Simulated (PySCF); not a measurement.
# Unknown compound

Molecular formula: C5H14OSi3. Simulated spectra:

¹H NMR (500 MHz, computed): δ 4.73 (m, 2H), 4.70 (m, 2H), 3.93 (t, 3H), 3.89 (t, 2H), 2.58 (t, 2H), 2.31 (q, 2H), 1.06 (br s, 1H).

¹³C{¹H} NMR (computed): δ 175.4 (C), 168.1 (C), 63.5 (CH2), 41.1 (CH2), 19.8 (CH2).

Equivalent nuclei averaged, no solvent model, non-relativistic Hamiltonian, a single conformation. Shielding tensors at PBE0/pcSseg-1 (GIAO); geometry: GFN2-xTB; PySCF.

δ = σ(ref) − σ, references computed at the same level: ¹H (σref 31.72) and ¹³C (σref 186.93) against TMS.

Which candidate is it?
A. C[C@@H]1[SiH2]C[C@H]2[SiH2]O[SiH2][C@@H]12
B. OCCC1=C(C[SiH3])[SiH2][SiH2]1
C. [SiH3][C@@H]1CC[C@@H]2[SiH2]O[SiH2][C@H]12
D. CCOC1=C[SiH2]C1([SiH3])[SiH3]

Answers

B. 

Rings plus π bonds: 2 (1 ring in the answer). 5 carbon signals for 5 carbons: no two carbons are equivalent. Carbon types of the structure: 2 × C, 3 × CH2, leaving 8 H on heteroatoms. δC 175.4, 168.1: fully substituted alkene carbon. δC 63.5: sp3 CH2 bonded to O; pulled downfield by the heteroatom. δC 41.1: allylic sp3 CH2; aliphatic region, no heteroatom directly attached. δH 3.89: hydrogen on an sp3 CH2 bonded to O; its carbon carries O, an electronegative neighbour. δH 2.58: hydrogen on an allylic sp3 CH2; allylic position.

The others: CCOC1=C[SiH2]C1([SiH3])[SiH3] would give 5 signals for carbon-bound and other non-exchanging H, not 6; C[C@@H]1[SiH2]C[C@H]2[SiH2]O[SiH2][C@@H]12 would give 12 signals for carbon-bound and other non-exchanging H, not 6; [SiH3][C@@H]1CC[C@@H]2[SiH2]O[SiH2][C@H]12 would give 12 signals for carbon-bound and other non-exchanging H, not 6.

OH and NH positions are those of a molecule without intermolecular hydrogen bonds; in solution they move with solvent, concentration and temperature, and exchange usually removes their couplings. Shifts are as computed. Against solution values, carbons near 30 ppm lie about +3 ppm off and those near 130 ppm about +5 ppm. Of 1211 compounds with measured shifts, 218 miss one by over three times the rms of a fit or turn the order of signals round; such compounds aren't used in these exercises. No couplings were computed; multiplicities are counted from neighbouring protons, with m where these are inequivalent, close in shift, in a saturated or five-membered ring or joined by F or P, and br s for small geminal =CH2 splittings.
